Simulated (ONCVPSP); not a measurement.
## Potentials for manganese compared

Generated with ld1.x 7.5 (TM, RRKJ, ultrasoft, PAW), atompaw 4.2 or ONCVPSP 4.0.1. The cutoff is in Ry: for ld1.x and atompaw files where the sum of valence levels is converged to 10 mRy in a Bessel basis, for ONCV files where the hardest occupied wave has 1 mHa per electron of residual kinetic energy. The error is the largest all-electron minus pseudo excitation energy over each file’s own four to seven test configurations (ionisations up to +4, promotions, holes and added fractions of an electron), all of which were solved. The labels leave out finer settings (local radius, basis sizes, second energies), which also bear on the numbers. Spin-polarised tests are not counted. The rows are a selection from randomly drawn settings: files with unsolved tests, undetermined cutoffs or missed reference levels are left out.

A true bound ghost makes a file unfit for plane-wave use even where its test errors are small: the radial tests pick states by their node count and pass the ghost by.

| potential | cutoff (Ry) | largest error (meV) | bound ghosts |
| --- | --- | --- | --- |
| ONCV, LDA (Perdew-Zunger), scalar-relativistic, rc 2.30/1.25/1.90/1.75 (spdf), local smoothed, core correction yes, reference 3p6 3d5 4s2, qcut 2.4/10.7/9.1/7.2, projectors 1/2/1/3 | 62 | +61 | s |
| ONCV, PBE, scalar-relativistic, rc 1.25/0.85/1.40/0.85 (spdf), local f, core correction yes, reference 3s2 3p6 3d4, qcut 7.9/9/11.5/15, projectors 2/1/2/0 | 138 | +45 | none |
| ONCV, LDA (Perdew-Wang 92), scalar-relativistic, rc 1.10/1.40/1.95 (spd), local smoothed, core correction yes, reference 3s2 3p6 3d4, qcut 9.5/12.1/8.2, projectors 2/2/2 | 77 | +414 | none |
| ONCV, Wu-Cohen, scalar-relativistic, rc 2.20/1.35/1.30 (spd), local smoothed, core correction yes, reference 3p6 3d5 4s2, qcut 2.4/10.2/12.6, projectors 3/1/2 | 112 | -100 | s |
| ONCV, PBE, fully relativistic, rc 1.50/0.95/1.70 (spd), local smoothed, core correction yes, reference 3s2 3p6 3d5 4s2, qcut 8.8/10.4/10, projectors 2/2/2 | 107 | +48 | none |
| ONCV, Wu-Cohen, scalar-relativistic, rc 1.15/1.35/1.25 (spd), local smoothed, core correction no, reference 3s2 3p6 3d4, qcut 8.7/7.9/15, projectors 2/2/2 | 140 | +17 | none |

Fill in the row for Mn: ONCV, LDA (Perdew-Zunger), scalar-relativistic, rc 2.55/2.10/1.50 (spd), local smoothed, core correction yes, reference 3d5.5 4s1.5, qcut 3.1/3.2/12.1, projectors 3/2/3.

cutoff 103 Ry, largest error -272 meV, bound ghosts: none.

Fill in the row for Mn: ONCV, PBE, scalar-relativistic, rc 1.45/1.05/1.75 (spd), local smoothed, core correction yes, reference 3s2 3p6 3d5 4s1.5, qcut 9.7/11.9/10.6, projectors 3/1/3.

cutoff 75 Ry, largest error +40 meV, bound ghosts: none.
